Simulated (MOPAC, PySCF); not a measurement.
[Nb(Cl)5], neutral singlet in the gas phase. 

Cartesian coordinates (Å):
```xyz
6

Nb     0.0000     0.0000     0.0000
Cl    -1.3464    -1.6949     0.7443
Cl     1.8261    -1.4571    -0.0148
Cl     0.2621     0.3511    -2.2467
Cl     1.0844     1.3439     1.5025
Cl    -1.8262     1.4570     0.0148
```
Charge 0, multiplicity 1.

All levels are single points at this geometry (PBE-D3(BJ)/def2-SVP); Pople sets use spherical d functions. Orbital energies aren't observables, and empty levels follow the basis.

PM7 in MOPAC gives HOMO (eV) = -10.91.

### Question
Estimate the HOMO (eV) from each of these levels: B3LYP-D3(BJ)/def2-TZVP in PySCF; PBE-D3(BJ)/def2-TZVP in PySCF; TPSSh-D3(BJ)/def2-TZVP in PySCF; B3LYP/6-311+G** (LANL2DZ on Nb) in PySCF; B3LYP/6-31G* (LANL2DZ on Nb) in PySCF; B3LYP/LANL2DZ in PySCF; BP86/6-31G* (LANL2DZ on Nb) in PySCF; M06-2X/6-31G* (LANL2DZ on Nb) in PySCF; PBE/6-31G* (LANL2DZ on Nb) in PySCF; SVWN5/6-31G* (LANL2DZ on Nb) in PySCF; HF/6-31G* (LANL2DZ on Nb) in PySCF; PM6 in MOPAC.

### Answer

```json
[
 {"level": "B3LYP-D3(BJ)/def2-TZVP in PySCF", "HOMO (eV)": "-8.92"},
 {"level": "PBE-D3(BJ)/def2-TZVP in PySCF", "HOMO (eV)": "-7.85"},
 {"level": "TPSSh-D3(BJ)/def2-TZVP in PySCF", "HOMO (eV)": "-8.51"},
 {"level": "B3LYP/6-311+G** (LANL2DZ on Nb) in PySCF", "HOMO (eV)": "-9.11"},
 {"level": "B3LYP/6-31G* (LANL2DZ on Nb) in PySCF", "HOMO (eV)": "-9.10"},
 {"level": "B3LYP/LANL2DZ in PySCF", "HOMO (eV)": "-9.44"},
 {"level": "BP86/6-31G* (LANL2DZ on Nb) in PySCF", "HOMO (eV)": "-8.12"},
 {"level": "M06-2X/6-31G* (LANL2DZ on Nb) in PySCF", "HOMO (eV)": "-10.73"},
 {"level": "PBE/6-31G* (LANL2DZ on Nb) in PySCF", "HOMO (eV)": "-8.03"},
 {"level": "SVWN5/6-31G* (LANL2DZ on Nb) in PySCF", "HOMO (eV)": "-8.14"},
 {"level": "HF/6-31G* (LANL2DZ on Nb) in PySCF", "HOMO (eV)": "-12.72"},
 {"level": "PM6 in MOPAC", "HOMO (eV)": "-10.74"}
]
```
